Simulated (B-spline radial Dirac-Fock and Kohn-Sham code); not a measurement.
Relativistic shifts of the levels of Ir³⁸⁺

System: the Ir³⁸⁺ ion in the configuration 1s2 2s2 2p6 3s2 3p6 3d10 4s2 4p6 4d3.

Both columns are ΔSCF binding energies of the configuration average from a B-spline atomic structure program: non-relativistic Hartree-Fock with a point nucleus, and Dirac-Fock with a finite nucleus and the Coulomb interaction alone, averaged over the two j levels with weights 2j+1.

```
shell  Hartree-Fock (eV)  Dirac-Fock (eV)  shift (eV)  shift (%)
   1s            71446.8          78213.6    +6766.83      +9.47
   2s            13374.1          15185.8    +1811.77     +13.55
   2p            12889.1          13499.2     +610.11      +4.73
   3s             4384.5           4850.3     +465.75     +10.62
   3p             4161.5           4340.0     +178.59      +4.29
   3d             3752.8           3738.3      -14.53      -0.39
   4s             1998.9           2150.8     +151.84      +7.60
   4p             1893.6           1954.8      +61.18      +3.23
   4d             1725.9           1727.5       +1.57      +0.09
```

Relativity binds 1s, 2s, 2p, 3s, 3p, 4s, 4p, 4d more strongly, among those listed most of all 2s in relative terms, and 3d more weakly, because the contracted s and p shells screen the nucleus better.

Values without a named source are computed, but for edge energies of neutral atoms, which are taken from tables.
